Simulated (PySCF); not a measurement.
Spinor energies of Tm (thulium, neutral)

Start: [Xe] 4f13 6s2; 4f5/2 filled at m_j = -5/2, -3/2, -1/2, +1/2, +3/2, +5/2; 4f7/2 filled at m_j = -5/2, -3/2, -1/2, +1/2, +3/2, +5/2, +7/2. Calculated with PySCF 2.14 in x2c-SVPall-2c: generalised Hartree-Fock with the X2C-1e Hamiltonian and a Gaussian nucleus; one run each with spin-orbit coupling (SO) switched off, then screened by Boettger's factors.

| spinor shell | electrons | ε, spin-free (eV) | ε, screened SO (eV) | weight of nominal j (screened SO) | rms radius, screened SO (bohr) |
| --- | --- | --- | --- | --- | --- |
| 1s1/2 | 2 | -59689.0 | -59674.8 | 1.000 | 0.0227 |
| 2s1/2 | 2 | -10200.3 | -10196.0 | 1.000 | 0.0918 |
| 2p1/2 | 2 | -9004.6 | -9700.3 | 1.000 | 0.0783 |
| 2p3/2 | 4 | -9004.6 | -8714.2 | 1.000 | 0.0852 |
| 3s1/2 | 2 | -2347.4 | -2346.0 | 1.000 | 0.235 |
| 3p1/2 | 2 | -1978.4 | -2127.8 | 1.000 | 0.227 |
| 3p3/2 | 4 | -1978.4 | -1915.2 | 1.000 | 0.241 |
| 3d3/2 | 4 | -1519.7 | -1546.9 | 1.000 | 0.214 |
| 3d5/2 | 6 | -1519.7 | -1500.4 | 1.000 | 0.218 |
| 4s1/2 | 2 | -489.22 | -488.87 | 1.000 | 0.530 |
| 4p1/2 | 2 | -365.48 | -399.90 | 0.999 | 0.543 |
| 4p3/2 | 4 | -365.48 | -350.87 | 1.000 | 0.574 |
| 4d3/2 | 4 | -198.01 | -204.27 | 0.993 | 0.612 |
| 4d5/2 | 6 | -198.01 | -193.60 | 0.996 | 0.624 |
| 5s1/2 | 2 | -64.583 | -64.537 | 1.000 | 1.33 |
| 5p1/2 | 2 | -33.283 | -37.718 | 0.993 | 1.51 |
| 5p3/2 | 4 | -33.283 | -31.441 | 0.996 | 1.64 |
| 4f5/2 | 6 | -13.417 | -14.492 | 0.944 | 0.870 |
| 4f7/2 | 7 | -13.417 | -12.371 | 0.952 | 0.892 |
| 6s1/2 | 2 | -5.254 | -5.257 | 1.000 | 4.61 |

| quantity | spin-free | screened SO |
| --- | --- | --- |
| E (hartree) | -13556.76529 | -13568.69436 |
| M_J | 7/2 | 7/2 |
| ⟨J²⟩ | 15.761 | 15.762 |
| ⟨L²⟩ | 12.010 | 12.112 |
| ⟨S²⟩ | 0.751 | 0.852 |

Each row is a mean over spinors that exchange with the open shell spreads, by up to 9.447 eV (4d5/2).

Breit and QED terms are absent; they matter most for the inner s and p1/2 levels.

Densities and radii are taken from the X2C orbitals without a picture-change correction, which distorts them close to the nucleus.

Without spin-orbit coupling the j labels of p, d and f shells carry no meaning; the spin-free column gives the mean over the occupied spinors of each nl shell.
